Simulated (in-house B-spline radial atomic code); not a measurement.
A calculation on Sr6+: its settings, and results tabulated from the run. Computed with an all-electron radial atomic-structure program (B-spline basis): Dirac-Kohn-Sham relativistic LDA, spherical fractional occupations, Fermi nucleus of rms radius 4.224 fm.

Command:
```bash
python run_scf.py task.json out
```
Settings (nuclear radius in fm, mass in u):
```
Z                38
configuration    [Ar] 3d10 4s2 4p2
hamiltonian      dirac
method           lda_x_rel,vwn
spin_polarised   False
nucleus          fermi
rms_radius       4.224
atomic_mass      87.90561
speed_of_light   137.035999084
```

Output (hartree, bohr):
```
 radial grid: 67 intervals, B-splines of order 8, outer radius 15.5224 bohr

 iter        energy (Eh)    residual
    1       -3155.939222    5.62e-01
    2       -3159.237089    5.25e-01
    3       -3162.362403    7.58e-02
    4       -3162.442363    1.19e-02
    5       -3162.443899    6.82e-03
    6       -3162.444512    9.40e-04
    7       -3162.444520    1.69e-05
    8       -3162.444520    4.80e-07
    9       -3162.444520    1.72e-08

 total energy                     -3162.44452
 kinetic                            3250.1593
 electron-nucleus                  -7531.5980
 Hartree                            1214.1705
 exchange-correlation                -95.1763

 first-order corrections (not in the total)
   Gaunt                             1.8891
   retardation                      -0.1839
   frequency dependence             -0.0094
   self-energy                       1.2668
   Uehling                          -0.1352
   Wichmann-Kroll                    0.0017
   recoil                            0.0142

 orbital      occ     eigenvalue          <r>       <r^2>       <1/r>     <1/r^3>       r_max    small
 1s1/2      2.000      -585.6803     0.039293  0.00208044     38.8622           -     0.02563  1.90e-02
 2s1/2      2.000       -82.1676     0.172672    0.035206     8.75552           -      0.1457  3.82e-03
 2p1/2      2.000       -75.2046     0.147706   0.0267775     8.73707           -      0.1138  3.82e-03
 2p3/2      4.000       -72.7083     0.151877   0.0281823      8.3988     1704.71      0.1173  3.72e-03
 3s1/2      2.000       -15.3511     0.492457    0.278467     2.93306           -      0.4367  9.68e-04
 3p1/2      2.000       -12.8035     0.490783    0.281327     2.82941           -      0.4248  9.19e-04
 3p3/2      4.000       -12.4175     0.501136    0.293086     2.74795     266.391      0.4338  8.91e-04
 3d3/2      4.000        -7.9070     0.492064    0.294235     2.53491     36.6788      0.3731  7.79e-04
 3d5/2      6.000        -7.8388      0.49561    0.298333     2.51397     35.5875      0.3758  7.71e-04
 4s1/2      2.000        -4.2824      1.24706     1.74963     1.09037           -       1.141  2.26e-04
 4p1/2      0.667        -3.5632      1.34314     2.03999     1.00004           -       1.217  1.98e-04
 4p3/2      1.333        -3.5024      1.36395     2.10283    0.981285     42.3094       1.238  1.93e-04
```

Cost of the run: 1.7 s on 1 thread of Arm Neoverse V1, on a shared host.

For the Dirac Hamiltonian the kinetic term is c α·p + (β - 1)c².
